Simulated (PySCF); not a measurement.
# Computed records: CH$_{7}$BGeO, CH$_{5}$BGeO, BGeH$_{6}$NO, BGeH$_{4}$NO

Computed with PySCF 2.14.0. Calculation on a computer-drawn molecule: the log of a Hartree-Fock and frozen-core CCSD(T) single point meant for a local Hartree-Fock minimum, with one planted fault or none, to be diagnosed. Offsets are logged minus clean, where the clean run is the same molecule without the fault. The reference is restricted for singlets and unrestricted otherwise, and also for a bond in bohr or an excited solution. Adding or removing an electron swaps singlet and doublet. The excited solution moves the top pair (singlet) or top alpha electron (doublet) to the lowest empty orbital. Highest occupied and lowest empty are orbital energies over both spins, largest force is the largest gradient component, triples share is (T) over the correlation energy, the T1 limit is 0.02 restricted and 0.045 unrestricted, electrons count all cores, a negative frequency is imaginary (commonest isotopes), and the dipole is about the centre of nuclear charge; on germanium a core potential holds 10 electrons, which the energies leave out, and 3d is frozen in MP2 and coupled-cluster steps.

Common to all runs: meant charge 0; meant multiplicity 1; meant basis cc-pVDZ; meant basis and core potential on germanium cc-pVDZ-PP ECP10MDF; logged SCF converged yes; possible faults no fault, one electron removed, one electron added, multiplicity raised by two, geometry at a saddle point, SCF held on an excited solution, minimal basis STO-3G, one bond length entered in bohr, all coordinates scaled.

(1) 
```xyz
11
formula=CH7BGeO logged_electrons=58 logged_basis_functions=100 logged_spin_squared=0 logged_highest_occupied=-2.996 logged_lowest_empty=-4.6352 logged_largest_force=0.11864 logged_CC_converged=no logged_dipole_magnitude=3.4218 logged_SCF_stable_within_its_kind=no logged_energy_HF=-434.28502 planted_fault=SCF_held_on_an_excited_solution HF_energy_offset_from_clean_run=400.4
O      0.5956     2.6413     1.1472
B      1.1832     1.5020     0.7141
C      0.4728     0.4537    -0.2202
Ge     1.0342     0.6372    -2.1082
H     -0.2998     2.7514     0.8639
H      2.3217     1.3441     1.0681
H      0.7482    -0.5659     0.0655
H     -0.6201     0.5274    -0.2065
H      0.6416     2.0197    -2.6474
H      0.3369    -0.4345    -2.9538
H      2.5512     0.4682    -2.2421
```

Units: logged_highest_occupied, logged_lowest_empty in eV; logged_largest_force in hartree/bohr; logged_dipole_magnitude in debye; logged_energy_HF in hartree; HF_energy_offset_from_clean_run in kcal/mol.

Drawn bonds:
```csv
atom,other atom,order
1,2,1
2,3,1
3,4,1
1,5,1
2,6,1
3,7,1
3,8,1
4,9,1
4,10,1
4,11,1
```

Notes: CCSD not converged.

(2) 
```xyz
9
formula=CH5BGeO logged_electrons=56 logged_basis_functions=90 logged_spin_squared=0 logged_highest_occupied=-8.6 logged_lowest_empty=1.4949 logged_largest_force=1.919e-05 logged_lowest_frequency=126.33 logged_T1_diagnostic=0.015682 logged_D1_diagnostic=0.052376 logged_triples_share=0.031613 logged_CC_converged=yes logged_dipole_magnitude=1.7678 logged_SCF_stable_within_its_kind=yes logged_energy_HF=-433.71008 logged_energy_CCSD(T)=-434.27012 planted_fault=no_fault HF_energy_offset_from_clean_run=0 CCSD(T)_energy_offset_from_clean_run=0
O     -1.5040     0.0294    -0.1724
B     -0.1982    -0.3543    -0.1476
C      0.7605     0.2329     0.9021
Ge     2.4613    -0.2587     0.9476
H     -2.0041    -0.3900    -0.8541
H      0.1955    -1.1609    -0.9602
H      0.4160     0.9565     1.6340
H      3.4814     0.2670     1.9488
H      3.0591    -1.2634    -0.0240
```

Units: logged_highest_occupied, logged_lowest_empty in eV; logged_largest_force in hartree/bohr; logged_lowest_frequency in cm⁻¹; logged_dipole_magnitude in debye; logged_energy_HF, logged_energy_CCSD(T) in hartree; HF_energy_offset_from_clean_run, CCSD(T)_energy_offset_from_clean_run in kcal/mol.

Drawn bonds:
```csv
atom,other atom,order
1,2,1
2,3,1
3,4,2
1,5,1
2,6,1
3,7,1
4,8,1
4,9,1
```

(3) 
```xyz
9
formula=CH5BGeO logged_electrons=55 logged_basis_functions=90 logged_spin_squared=0.7567 logged_highest_occupied=-17.255 logged_lowest_empty=-6.5818 logged_largest_force=0.071659 logged_T1_diagnostic=0.020397 logged_D1_diagnostic=0.097157 logged_triples_share=0.026196 logged_CC_converged=yes logged_dipole_magnitude=2.173 logged_SCF_stable_within_its_kind=yes logged_energy_HF=-433.44249 logged_energy_CCSD(T)=-433.95469 planted_fault=one_electron_removed HF_energy_offset_from_clean_run=167.9 CCSD(T)_energy_offset_from_clean_run=197.9
O     -1.5040     0.0294    -0.1724
B     -0.1982    -0.3543    -0.1476
C      0.7605     0.2329     0.9021
Ge     2.4613    -0.2587     0.9476
H     -2.0041    -0.3900    -0.8541
H      0.1955    -1.1609    -0.9602
H      0.4160     0.9565     1.6340
H      3.4814     0.2670     1.9488
H      3.0591    -1.2634    -0.0240
```

Units: logged_highest_occupied, logged_lowest_empty in eV; logged_largest_force in hartree/bohr; logged_dipole_magnitude in debye; logged_energy_HF, logged_energy_CCSD(T) in hartree; HF_energy_offset_from_clean_run, CCSD(T)_energy_offset_from_clean_run in kcal/mol.

Drawn bonds:
```csv
atom,other atom,order
1,2,1
2,3,1
3,4,2
1,5,1
2,6,1
3,7,1
4,8,1
4,9,1
```

(4) 
```xyz
10
formula=BGeH6NO logged_electrons=58 logged_basis_functions=95 logged_spin_squared=0 logged_highest_occupied=-2.5977 logged_lowest_empty=-5.0526 logged_largest_force=0.13231 logged_CC_converged=no logged_dipole_magnitude=3.8336 logged_SCF_stable_within_its_kind=no logged_energy_HF=-450.32139 planted_fault=SCF_held_on_an_excited_solution HF_energy_offset_from_clean_run=405.5
O     -1.0948    -2.0702     0.2184
B     -0.5574    -0.8208     0.2935
N     -0.0886    -0.2123     1.4875
Ge    -0.0334    -0.8239     3.2280
H     -1.1457    -2.5398     1.0361
H     -0.4866    -0.2112    -0.7397
H      0.2764     0.7126     1.3594
H      1.4133    -0.8621     3.7250
H     -0.6248    -2.2355     3.2422
H     -0.8587     0.0939     4.1325
```

Units: logged_highest_occupied, logged_lowest_empty in eV; logged_largest_force in hartree/bohr; logged_dipole_magnitude in debye; logged_energy_HF in hartree; HF_energy_offset_from_clean_run in kcal/mol.

Drawn bonds:
```csv
atom,other atom,order
1,2,1
2,3,1
3,4,1
1,5,1
2,6,1
3,7,1
4,8,1
4,9,1
4,10,1
```

Notes: CCSD not converged.

(5) 
```xyz
8
formula=BGeH4NO logged_electrons=56 logged_basis_functions=85 logged_spin_squared=2.0286 logged_highest_occupied=-6.9189 logged_lowest_empty=-0.08356 logged_largest_force=0.12415 logged_T1_diagnostic=0.01902 logged_D1_diagnostic=0.082688 logged_triples_share=0.025328 logged_CC_converged=yes logged_dipole_magnitude=1.3507 logged_SCF_stable_within_its_kind=yes logged_energy_HF=-449.66297 logged_energy_CCSD(T)=-450.19599 planted_fault=multiplicity_raised_by_two HF_energy_offset_from_clean_run=41.9 CCSD(T)_energy_offset_from_clean_run=72.73
O     -0.7305     1.7170     0.3817
B     -0.7552     0.3617     0.2229
N      0.0855    -0.5050     0.9622
Ge     1.4013    -1.5058     0.8389
H     -0.0898     1.9869     1.0233
H     -1.5811    -0.0549    -0.5479
H      2.3256    -1.6226    -0.3682
H      1.8187    -2.3649     2.0194
```

Units: logged_highest_occupied, logged_lowest_empty in eV; logged_largest_force in hartree/bohr; logged_dipole_magnitude in debye; logged_energy_HF, logged_energy_CCSD(T) in hartree; HF_energy_offset_from_clean_run, CCSD(T)_energy_offset_from_clean_run in kcal/mol.

Drawn bonds:
```csv
atom,other atom,order
1,2,1
2,3,1
3,4,2
1,5,1
2,6,1
4,7,1
4,8,1
```
